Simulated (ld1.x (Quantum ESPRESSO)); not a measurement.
**Transferability test, RRKJ potential for chromium (Cr)**

| Quantity | Value |
| --- | --- |
| Element | Cr |
| Generator | ld1.x (Quantum ESPRESSO) 7.5 |
| Type | norm-conserving RRKJ (Kleinman–Bylander form) |
| Functional | LDA (PZ) |
| Relativity | fully relativistic |
| Frozen core | [Ar] |
| Valence charge | 6 |
| Reference configuration | 3d5 4s1 4p0 |
| Partial waves | 4s (bound): rc 2.65 bohr; 3d (bound): rc 2.05 bohr; 4p (bound, empty): rc 2.90 bohr |
| Local potential | the p channel |
| Core correction | a·sin(br)/r model core inside 2.00 bohr |
| rho0 | 0.01 |

Open shells are filled in proportion to 2j + 1 (rel_dist='average').

Energies are relative to the spin-unpolarised reference configuration 3d5 4s1 4p0; without spin polarisation the order of configurations can differ from experiment. The p channel is local and has no spin–orbit splitting in the pseudo-atom.

**Question.** Give the all-electron excitation energy and the error of the potential for: 3d5 4s0 4p0; 3d4 4s0 4p0; 3d3 4s0 4p0; 3d5.5 4s0.5 4p0; 3d4 4s1 4p1; 3d4 4s2 4p0; 3d5 4s0.5 4p0.

**Answer.**

```
valence configuration  charge  ΔE all-electron (eV)  error AE − PS (meV)
          3d5 4s0 4p0      +1                 7.141                 +6.4
          3d4 4s0 4p0      +2                23.484                 -236
          3d3 4s0 4p0      +3                54.509                 -681
      3d5.5 4s0.5 4p0       0                 0.717                  -11
          3d4 4s1 4p1       0                 3.612                  +88
          3d4 4s2 4p0       0                -0.058                 +123
        3d5 4s0.5 4p0    +0.5                 2.818                 +4.3
```

Levels in the configuration 3d4 4s1 4p1:

```
   level  all-electron (eV)  pseudo (eV)
3d j=3/2             -7.718       -7.218
3d j=5/2             -7.626       -7.128
4s j=1/2             -6.000       -5.992
4p j=1/2             -2.255       -2.113
4p j=3/2             -2.211       -2.113
```

These tests converged, but a pseudo level misses the all-electron one widely, so the file describes the atom poorly there or has found another state: 3d4 4s0 4p0: empty 4s by 3.5 eV (a node warning on the way).
